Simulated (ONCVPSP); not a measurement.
## Ranking ONCV potentials for zirconium

All share these settings but for the change named:

* Element: zirconium (Zr)
* Generator: ONCVPSP 4.0.1
* Type: optimised norm-conserving Vanderbilt (ONCV)
* Functional: LDA (Perdew-Wang 92)
* Relativity: fully relativistic
* Frozen core: [Ar] 3d10
* Valence charge: 12
* Reference configuration: 4s2 4p6 4d2 5s1.5 (charge +0.5)
* Partial waves: 4s+5s: rc 2.25 bohr, ncon 5, nbas 9, qcut 6.7 1/bohr, 2 projectors; 4p: rc 1.35 bohr, ncon 4, nbas 9, qcut 5.8 1/bohr, 1 projector; 4d: rc 3.10 bohr, ncon 4, nbas 9, qcut 4.8 1/bohr, 2 projectors, debl 0.4 Ha; f scattering state at 0.28 Ha: rc 2.35 bohr, ncon 4, nbas 8, qcut 5.2 1/bohr, 2 projectors, debl 0.4 Ha
* Local potential: polynomial inside 1.30 bohr (lpopt 3, dvloc0 1 Ha)
* Core correction: none

Open shells are filled in proportion to 2j + 1.

Test errors are all-electron minus pseudo excitation energies from the reference, over 4s2 4p6 4d2 5s2; 4s2 4p6 4d2 5s1; 4s2 4p6 4d2 5s0; 4s2 4p6 4d1 5s0. None of these files shows a bound ghost.

The base gives 72.1 meV.

Of 9 variants that were run, those that failed, showed a ghost or another fault, or gave nearly equal values are left out.

(1) Rank these variants by their largest absolute test error, smallest first.
A. d: qcut 7.2
B. d: qcut 4.6
C. d: qcut 6
D. d: qcut 5.6
E. d: qcut 6.6

Results:

(1) E (25.8 meV), A (30.5 meV), C (36.2 meV), D (45.4 meV), B (81.6 meV).
